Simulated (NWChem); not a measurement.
Species: Ga cation, singlet

Program: NWChem. Low-valent species are run as closed-shell singlets; no triplet was tried in these runs.

### Question
Among these, which level gives the highest value of “orbital gap (eV)”?
A. HCTH/407/def2-TZVP
B. PBE0/def2-TZVP
C. BHandHLYP/def2-TZVP
D. B3LYP/def2-TZVP

### Answer
C, BHandHLYP/def2-TZVP. Values: HCTH/407/def2-TZVP 6.88; B3LYP/def2-TZVP 8.39; PBE0/def2-TZVP 8.73; BHandHLYP/def2-TZVP 10.41
